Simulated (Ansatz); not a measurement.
A made-up structure of CH4SSe, closed shell:

```
7
angstrom
C -0.8785 0.4735 -0.2683
Se 0.4755 0.5117 1.1294
S 2.0803 -0.5928 0.1429
H -1.2190 -0.5461 -0.4355
H -0.4756 0.9034 -1.1825
H 3.1048 0.1793 -0.3088
H 1.7230 -1.8353 0.5184
```

It is relaxed with PBE-D4/def2-SVP and then PBE0-D4/def2-TZVP (Ansatz 0.2.0). Atoms count as bonded within 1.22 times the sum of their covalent radii (H–H: 0.88 Å). The end point is not checked to be a true minimum.

**Question.** Does its bonding change? (A judgement: the text doesn't fix the answer.)

**Answer.** Computed: Yes. Formed: none; broken: Se2–S3.

Where it ends: The first stage lowers the energy by 3.57 eV in 30 steps. It ends as a complex of CH₂Se ([CH2][Se]) + H₂S:
```xyz
7
angstrom
C -1.2756 0.5837 -0.3269
Se 0.1015 0.4416 0.7275
S 3.0455 -1.1436 -0.4194
H -2.0241 -0.2009 -0.3989
H -1.4203 1.4526 -0.9635
H 3.6244 -0.1729 0.3032
H 2.7593 -1.8667 0.6736
```

Labels in which every atom is bracketed show which atoms are joined, not bond orders.

For scale, one of the runs: PBE0-D4/def2-TZVP relaxation, 140 basis functions, launched by `ansatz run in.yaml --threads 2 --pin off --events-out ev --progress --plain --max-ram 4352MiB`. Hardware: 2 CPU threads of an Arm Neoverse V1, shared host. Wall time about 100 s.
